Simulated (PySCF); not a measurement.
# BeAl⁺: frontier orbitals

revPBE at R = 2.811 Å; PySCF, no relativity, basis sets Be def2-SVP, Al def2-SVP. State: ¹Σ⁺ (singlet), closed shell. Only the outer orbitals are listed, counted within each symmetry.

```
orbital  occ.  ε (eV)  on Be (%)            main shells (%)
     5σ     2  -13.96         16           82 Al s, 12 Be s
     6σ     2  -10.90         65  65 Be s, 18 Al p, 16 Al s
     7σ     0   -8.45         61  43 Be p, 39 Al p, 18 Be s
     2π     0   -8.37         28           72 Al p, 28 Be p
     2π     0   -8.37         28           72 Al p, 28 Be p
```

Problem. Which are the highest filled and the lowest empty level, where do they sit, and how wide is the gap?

Solution. Highest filled 6σ at -10.90 eV (in %: 65 Be s, 18 Al p, 16 Al s); lowest empty 7σ at -8.45 eV (in %: 43 Be p, 39 Al p, 18 Be s); the gap at revPBE is 2.45 eV.

The bond order (Mayer) is 0.74. The ⟨S²⟩ is 0.000, the charge on Be (Mulliken, basis-dependent) is 0.38 and the charge on Be (Löwdin, basis-dependent) is 0.32. The dipole moment (positive dipole points towards Al; it is taken about the centre of mass and depends on that origin) is -2.29 D.

Closed-shell solutions of metal pairs were not tested for spin polarisation, which can lower them a little.
